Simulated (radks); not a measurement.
Species: Pt2+. Configuration: [Xe] 4f14 5d7 6s1 (not the ground configuration).

Calculated with a radial shooting solver on a logarithmic mesh with Libxc functionals: Dirac Kohn-Sham, LDA (Slater exchange, Perdew-Wang correlation), spin-unpolarised, spherical densities, point nucleus; open shells are shared between the two j in proportion to 2j + 1.

Energy parts (hartree):
| part | energy |
|---|---|
| total | -18435.1794 |
| kinetic | 21095.0767 |
| electron-nucleus | -46302.8947 |
| Hartree | 7118.5709 |
| exchange-correlation | -345.9323 |

Orbitals (lengths in bohr, moments of r in powers of bohr; <r^-3> diverges for s and p1/2; r(max) is where P^2 peaks):
orbital  occ.  eigenvalue (hartree)   r(max)      <r^2>  <r^-3>       <r^4>
1s1/2       2             -2876.591  0.01062  0.0004064       -   4.526e-07
2s1/2       2             -505.7536  0.06146   0.006149       -  0.00006628
2p1/2       2             -484.8681  0.04533   0.004359       -  0.00003948
2p3/2       4             -421.3886  0.05260   0.005549   19600  0.00006038
3s1/2       2             -119.4702   0.1730    0.04000       -    0.002420
3p1/2       2             -110.0861   0.1615    0.03650       -    0.002114
3p3/2       4             -96.13470   0.1763    0.04296    4530    0.002893
3d3/2       4             -80.47448   0.1374    0.03300   790.3    0.001926
3d5/2       6             -77.46540   0.1414    0.03476   658.9    0.002118
4s1/2       2             -26.36145   0.3904     0.1948       -     0.05497
4p1/2       2             -22.38310   0.3888     0.1991       -     0.05893
4p3/2       4             -19.05121   0.4196     0.2326    1083     0.08026
4d3/2       4             -12.52764   0.4130     0.2470   168.7     0.09728
4d5/2       6             -11.90807   0.4226     0.2590   137.5      0.1069
5s1/2       2              -4.64570   0.8683      1.011       -       1.486
4f5/2       6              -3.56389   0.3820     0.3194   27.99      0.2132
4f7/2       8              -3.43672   0.3867     0.3287   26.61      0.2263
5p1/2       2              -3.36537   0.9188      1.191       -       2.132
5p3/2       4              -2.80106   0.9990      1.426   180.4       3.074
5d3/2     2.8              -1.09019    1.212      2.595   16.49       11.66
5d5/2     4.2              -1.03141    1.249      2.776   13.05       13.38
6s1/2       1              -0.87636    2.157      6.595       -       63.90

The highest occupied level is 6s1/2 at -23.847 eV. Summed over all electrons, <r^2> = 45.14 bohr^2, which gives a Langevin (diamagnetic) susceptibility term of -35.8 x 10^-6 cm^3/mol. The density falls to 0.001 e/bohr^3 at r = 3.77 bohr.
